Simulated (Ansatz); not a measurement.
Ansatz (a first-principles code) input (B3LYP-D3(BJ)/def2-TZVP):

Ansatz 0.2 input:
```yaml
crystal:
  periodic: [false, false, false]
  atoms:
    - {symbol: Si, position_ang: [0.93358462, 0.93949568, -0.39998509]}
    - {symbol: C, position_ang: [1.77410844, -0.74368219, -0.27746843]}
    - {symbol: Cl, position_ang: [1.79172521, 2.40415496, 0.63357678]}
    - {symbol: N, position_ang: [-0.72730080, 0.68223923, 0.52187585]}
    - {symbol: Si, position_ang: [-1.92430106, -0.67889777, 0.03786870]}
    - {symbol: H, position_ang: [0.42552830, 1.32140989, -1.70721577]}
    - {symbol: H, position_ang: [1.21928974, -1.52731391, -0.78679911]}
    - {symbol: H, position_ang: [2.76069946, -0.70844633, -0.73317656]}
    - {symbol: H, position_ang: [1.92037178, -1.05478213, 0.75631234]}
    - {symbol: H, position_ang: [-0.50436397, 0.57328307, 1.51092617]}
    - {symbol: H, position_ang: [-3.10733964, -0.34582908, 0.82064800]}
    - {symbol: H, position_ang: [-1.20722144, -1.87129651, 0.46532140]}
    - {symbol: H, position_ang: [-2.03555463, -0.48340458, -1.39915110]}
    - {symbol: H, position_ang: [-1.22401662, 1.57087978, 0.47139801]}
basis:
  gaussian:
    orbitals: def2-TZVP
hamiltonian:
  xc: b3lyp
  dispersion: d3bj
total_charge: 1
relax: {f_tol: 0.002, max_steps: 150}
```

Output:

```
Functional definition: B3LYP
integrals: 0.19 GiB planned
1516 factors; their error is unknown
0.30 GiB of the device are held for the grids
1.38 GiB of device memory are held for the factors and their scratch space
mean field: 1.20 GiB planned
mean field evaluation 1: about -30934.7864 eV, gradient 9.2e1 eV
mean field evaluation 2: about -30918.4881 eV, gradient 1.2e2 eV
mean field evaluation 4: about -30951.2563 eV, gradient 8.2e0 eV
mean field evaluation 8: about -30951.3927 eV, gradient 7.2e-2 eV
mean field evaluation 16: about -30951.4634 eV, gradient 1.1e-4 eV
mean field -30951.46341458 eV, -1137.4453008305 hartree, gradient 1.7e-5 eV, S^2 0.000000; 0 other end points of the search recorded, 0 dependent functions left out
the calculation of the forces begins
reference -30951.46373676 eV, -1137.4453126704 hartree; 33, 33 occupied and 194, 194 virtual orbitals, 1516 factors
relax step   1: F+E_penalty+E_count = -30952.14526768 eV  Δ(F+E_penalty+E_count) = +0.000e0 eV  max|allowed force component| = 1.788e0 eV/Å  Δτ_max = 0.0000 Å  (28 SCF iters, accepted)
these checks for a lower state are left out or cut short: starts, cluster_reference, orbital_swaps, neighbouring_geometries, increment
integrals: 0.19 GiB planned
1516 factors; their error is unknown
0.29 GiB of the device are held for the grids
1.38 GiB of device memory are held for the factors and their scratch space
mean field: 1.20 GiB planned
mean field -30951.54029002 eV, -1137.4481259506 hartree, gradient 1.5e-5 eV, S^2 0.000000; 0 other end points of the search recorded, 0 dependent functions left out
the calculation of the forces begins
reference -30951.54061353 eV, -1137.4481378396 hartree; 33, 33 occupied and 194, 194 virtual orbitals, 1516 factors
relax step   2: F+E_penalty+E_count = -30952.21981154 eV  Δ(F+E_penalty+E_count) = -7.454e-2 eV  max|allowed force component| = 4.257e-1 eV/Å  Δτ_max = 0.0512 Å  (31 SCF iters, accepted)
these checks for a lower state are left out or cut short: starts, cluster_reference, orbital_swaps, neighbouring_geometries, increment
integrals: 0.19 GiB planned
1516 factors; their error is unknown
0.29 GiB of the device are held for the grids
1.38 GiB of device memory are held for the factors and their scratch space
mean field: 1.20 GiB planned
mean field evaluation 32: about -30951.5462 eV, gradient 1.5e-5 eV
mean field -30951.54618398 eV, -1137.4483425498 hartree, gradient 1.5e-5 eV, S^2 0.000000; 0 other end points of the search recorded, 0 dependent functions left out
the calculation of the forces begins
reference -30951.54650683 eV, -1137.4483544142 hartree; 33, 33 occupied and 194, 194 virtual orbitals, 1516 factors
relax step   3: F+E_penalty+E_count = -30952.23091642 eV  Δ(F+E_penalty+E_count) = -1.110e-2 eV  max|allowed force component| = 7.955e-2 eV/Å  Δτ_max = 0.0345 Å  (32 SCF iters, accepted)
these checks for a lower state are left out or cut short: starts, cluster_reference, orbital_swaps, neighbouring_geometries, increment
integrals: 0.19 GiB planned
1516 factors; their error is unknown
0.29 GiB of the device are held for the grids
1.38 GiB of device memory are held for the factors and their scratch space
mean field: 1.20 GiB planned
mean field -30951.54636317 eV, -1137.4483491350 hartree, gradient 1.5e-5 eV, S^2 0.000000; 0 other end points of the search recorded, 0 dependent functions left out
the calculation of the forces begins
reference -30951.54668569 eV, -1137.4483609874 hartree; 33, 33 occupied and 194, 194 virtual orbitals, 1516 factors
relax step   4: F+E_penalty+E_count = -30952.23220556 eV  Δ(F+E_penalty+E_count) = -1.289e-3 eV  max|allowed force component| = 3.055e-2 eV/Å  Δτ_max = 0.0138 Å  (32 SCF iters, accepted)
these checks for a lower state are left out or cut short: starts, cluster_reference, orbital_swaps, neighbouring_geometries, increment
integrals: 0.19 GiB planned
1516 factors; their error is unknown
[...]
0.29 GiB of the device are held for the grids
1.38 GiB of device memory are held for the factors and their scratch space
mean field: 1.20 GiB planned
mean field -30951.54656568 eV, -1137.4483565770 hartree, gradient 1.6e-5 eV, S^2 0.000000; 0 other end points of the search recorded, 0 dependent functions left out
the calculation of the forces begins
reference -30951.54688799 eV, -1137.4483684216 hartree; 33, 33 occupied and 194, 194 virtual orbitals, 1516 factors
relax step   9: F+E_penalty+E_count = -30952.23391988 eV  Δ(F+E_penalty+E_count) = -2.340e-4 eV  max|allowed force component| = 3.119e-2 eV/Å  Δτ_max = 0.0292 Å  (29 SCF iters, accepted)
these checks for a lower state are left out or cut short: starts, cluster_reference, orbital_swaps, neighbouring_geometries, increment
integrals: 0.19 GiB planned
1516 factors; their error is unknown
0.29 GiB of the device are held for the grids
1.38 GiB of device memory are held for the factors and their scratch space
mean field: 1.20 GiB planned
mean field -30951.54655246 eV, -1137.4483560913 hartree, gradient 1.6e-5 eV, S^2 0.000000; 0 other end points of the search recorded, 0 dependent functions left out
the calculation of the forces begins
reference -30951.54687499 eV, -1137.4483679438 hartree; 33, 33 occupied and 194, 194 virtual orbitals, 1516 factors
relax step  10: F+E_penalty+E_count = -30952.23414655 eV  Δ(F+E_penalty+E_count) = -2.267e-4 eV  max|allowed force component| = 2.516e-2 eV/Å  Δτ_max = 0.0295 Å  (29 SCF iters, accepted)
these checks for a lower state are left out or cut short: starts, cluster_reference, orbital_swaps, neighbouring_geometries, increment
integrals: 0.19 GiB planned
1516 factors; their error is unknown
0.29 GiB of the device are held for the grids
1.38 GiB of device memory are held for the factors and their scratch space
mean field: 1.20 GiB planned
mean field -30951.54627601 eV, -1137.4483459316 hartree, gradient 1.5e-5 eV, S^2 0.000000; 0 other end points of the search recorded, 0 dependent functions left out
the calculation of the forces begins
reference -30951.54659877 eV, -1137.4483577930 hartree; 33, 33 occupied and 194, 194 virtual orbitals, 1516 factors
relax step  11: F+E_penalty+E_count = -30952.23429887 eV  Δ(F+E_penalty+E_count) = -1.523e-4 eV  max|allowed force component| = 1.255e-2 eV/Å  Δτ_max = 0.0394 Å  (29 SCF iters, accepted)
these checks for a lower state are left out or cut short: starts, cluster_reference, orbital_swaps, neighbouring_geometries, increment
integrals: 0.19 GiB planned
1516 factors; their error is unknown
0.29 GiB of the device are held for the grids
1.38 GiB of device memory are held for the factors and their scratch space
mean field: 1.19 GiB planned
mean field -30951.54584821 eV, -1137.4483302104 hartree, gradient 1.6e-5 eV, S^2 0.000000; 0 other end points of the search recorded, 0 dependent functions left out
the calculation of the forces begins
reference -30951.54617110 eV, -1137.4483420763 hartree; 33, 33 occupied and 194, 194 virtual orbitals, 1516 factors
relax step  12: F+E_penalty+E_count = -30952.23437007 eV  Δ(F+E_penalty+E_count) = -7.120e-5 eV  max|allowed force component| = 1.141e-2 eV/Å  Δτ_max = 0.0312 Å  (29 SCF iters, accepted)
these checks for a lower state are left out or cut short: starts, cluster_reference, orbital_swaps, neighbouring_geometries, increment
integrals: 0.19 GiB planned
1516 factors; their error is unknown
0.29 GiB of the device are held for the grids
1.38 GiB of device memory are held for the factors and their scratch space
mean field: 1.20 GiB planned
mean field evaluation 96: about -30951.4798 eV, gradient 3.9e-1 eV
mean field -30951.54588504 eV, -1137.4483315639 hartree, gradient 1.5e-5 eV, S^2 0.000000; 0 other end points of the search recorded, 0 dependent functions left out
the calculation of the forces begins
reference -30951.54620791 eV, -1137.4483434293 hartree; 33, 33 occupied and 194, 194 virtual orbitals, 1516 factors
relax step  13: F+E_penalty+E_count = -30952.23440172 eV  Δ(F+E_penalty+E_count) = -3.165e-5 eV  max|allowed force component| = 4.808e-3 eV/Å  Δτ_max = 0.0046 Å  (32 SCF iters, accepted)
these checks for a lower state are left out or cut short: starts, cluster_reference, orbital_swaps, neighbouring_geometries, increment
integrals: 0.19 GiB planned
1516 factors; their error is unknown
0.29 GiB of the device are held for the grids
1.38 GiB of device memory are held for the factors and their scratch space
mean field: 1.20 GiB planned
mean field -30951.54580228 eV, -1137.4483285226 hartree, gradient 1.2e-5 eV, S^2 0.000000; 0 other end points of the search recorded, 0 dependent functions left out
the calculation of the forces begins
reference -30951.54612516 eV, -1137.4483403880 hartree; 33, 33 occupied and 194, 194 virtual orbitals, 1516 factors
relax step  14: F+E_penalty+E_count = -30952.23441285 eV  Δ(F+E_penalty+E_count) = -1.113e-5 eV  max|allowed force component| = 2.559e-3 eV/Å  Δτ_max = 0.0038 Å  (23 SCF iters, accepted)
these checks for a lower state are left out or cut short: starts, cluster_reference, orbital_swaps, neighbouring_geometries, increment
integrals: 0.19 GiB planned
1516 factors; their error is unknown
0.29 GiB of the device are held for the grids
1.38 GiB of device memory are held for the factors and their scratch space
mean field: 1.20 GiB planned
mean field -30951.54575787 eV, -1137.4483268906 hartree, gradient 1.1e-5 eV, S^2 0.000000; 0 other end points of the search recorded, 0 dependent functions left out
the calculation of the forces begins
reference -30951.54608076 eV, -1137.4483387563 hartree; 33, 33 occupied and 194, 194 virtual orbitals, 1516 factors
relax step  15: F+E_penalty+E_count = -30952.23441685 eV  Δ(F+E_penalty+E_count) = -3.998e-6 eV  max|allowed force component| = 2.469e-3 eV/Å  Δτ_max = 0.0042 Å  (23 SCF iters, accepted)
these checks for a lower state are left out or cut short: starts, cluster_reference, orbital_swaps, neighbouring_geometries, increment
integrals: 0.19 GiB planned
1516 factors; their error is unknown
0.29 GiB of the device are held for the grids
1.38 GiB of device memory are held for the factors and their scratch space
mean field: 1.20 GiB planned
mean field -30951.54572486 eV, -1137.4483256775 hartree, gradient 1.3e-5 eV, S^2 0.000000; 0 other end points of the search recorded, 0 dependent functions left out
the calculation of the forces begins
reference -30951.54604776 eV, -1137.4483375437 hartree; 33, 33 occupied and 194, 194 virtual orbitals, 1516 factors
relax step  16: F+E_penalty+E_count = -30952.23441802 eV  Δ(F+E_penalty+E_count) = -1.168e-6 eV  max|allowed force component| = 2.369e-3 eV/Å  Δτ_max = 0.0021 Å  (21 SCF iters, accepted)
these checks for a lower state are left out or cut short: starts, cluster_reference, orbital_swaps, neighbouring_geometries, increment
integrals: 0.19 GiB planned
1516 factors; their error is unknown
0.29 GiB of the device are held for the grids
1.38 GiB of device memory are held for the factors and their scratch space
mean field: 1.20 GiB planned
mean field -30951.54573486 eV, -1137.4483260450 hartree, gradient 9.7e-6 eV, S^2 0.000000; 0 other end points of the search recorded, 0 dependent functions left out
the calculation of the forces begins
reference -30951.54605777 eV, -1137.4483379115 hartree; 33, 33 occupied and 194, 194 virtual orbitals, 1516 factors
relax step  17: F+E_penalty+E_count = -30952.23441840 eV  Δ(F+E_penalty+E_count) = -3.832e-7 eV  max|allowed force component| = 4.654e-4 eV/Å  Δτ_max = 0.0006 Å  (21 SCF iters, accepted)
integrals: 0.19 GiB planned
1516 factors; their error is unknown
0.29 GiB of the device are held for the grids
1.38 GiB of device memory are held for the factors and their scratch space
mean field: 1.20 GiB planned
mean field evaluation 128: about -30951.5457 eV, gradient 9.4e-6 eV
mean field -30951.54573486 eV, -1137.4483260450 hartree, gradient 9.4e-6 eV, S^2 0.000000; 1 other end points of the search recorded, 0 dependent functions left out
the calculation of the forces begins
reference -30951.54605777 eV, -1137.4483379115 hartree; 33, 33 occupied and 194, 194 virtual orbitals, 1516 factors
Total energy: -30952.23474130 eV, -1137.4736465646 hartree
Atom 0 at     0.889474     0.892296    -0.372795 Å, force    -0.000124     0.000287     0.000128 eV/Å
Atom 1 at     1.738250    -0.736581    -0.317042 Å, force     0.000425     0.000053    -0.000011 eV/Å
Atom 2 at     1.847475     2.369509     0.628450 Å, force    -0.000084    -0.000069    -0.000005 eV/Å
Atom 3 at    -0.723922     0.706401     0.582822 Å, force     0.000318    -0.000027    -0.000465 eV/Å
Atom 4 at    -1.877181    -0.674176     0.058516 Å, force    -0.000221    -0.000249    -0.000153 eV/Å
Atom 5 at     0.404437     1.348088    -1.680048 Å, force     0.000100    -0.000062     0.000004 eV/Å
Atom 6 at     1.174667    -1.504805    -0.850791 Å, force     0.000034    -0.000021     0.000014 eV/Å
Atom 7 at     2.711221    -0.642804    -0.804973 Å, force    -0.000304    -0.000196     0.000043 eV/Å
Atom 8 at     1.912860    -1.068205     0.708120 Å, force    -0.000063     0.000034    -0.000119 eV/Å
Atom 9 at    -0.500429     0.600891     1.576168 Å, force     0.000059     0.000026     0.000438 eV/Å
Atom 10 at    -3.178683    -0.317198     0.636090 Å, force     0.000046     0.000031     0.000092 eV/Å
Atom 11 at    -1.258131    -1.873190     0.635850 Å, force     0.000002     0.000113     0.000014 eV/Å
Atom 12 at    -1.827197    -0.623561    -1.408715 Å, force    -0.000025    -0.000052    -0.000077 eV/Å
Atom 13 at    -1.217631     1.601146     0.522476 Å, force    -0.000162     0.000132     0.000098 eV/Å
Dipole moment:    -0.776435    -0.442530     0.095768 e Å
```

It need not be the lowest isomer of its formula.
